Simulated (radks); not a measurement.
Problem. Valence configurations of the samarium ion Sm3+ (all share [Xe]). Calculated with a radial shooting solver on a logarithmic mesh with Libxc functionals: Dirac Kohn-Sham, LDA (Slater exchange, Perdew-Wang correlation), spin-unpolarised, spherical densities, finite nucleus; open shells fill j = l - 1/2 first; Fermi nuclear charge, rms radius 5.0819 fm. Order these by energy: 4f4 5d0.5 6p0.5; 4f3 6p2; 4f4 5d1; 4f5; 4f4 6p1; 4f4.5 6p0.5; 4f4.5 5d0.5; 4f3 5d2; 4f4.5 6s0.5; 4f3 6s2.

Solution. From the lowest, in eV above it: 4f5 0.000; 4f4.5 5d0.5 4.633; 4f4.5 6s0.5 6.300; 4f4.5 6p0.5 8.670; 4f4 5d1 10.540; 4f4 5d0.5 6p0.5 14.854; 4f4 6p1 19.415; 4f3 5d2 26.570; 4f3 6s2 37.383; 4f3 6p2 48.067. NIST lists [Xe] 4f5 as the ground configuration; this level of theory agrees among the configurations tried. The energies are those of spherical spin-averaged densities, not of single terms.
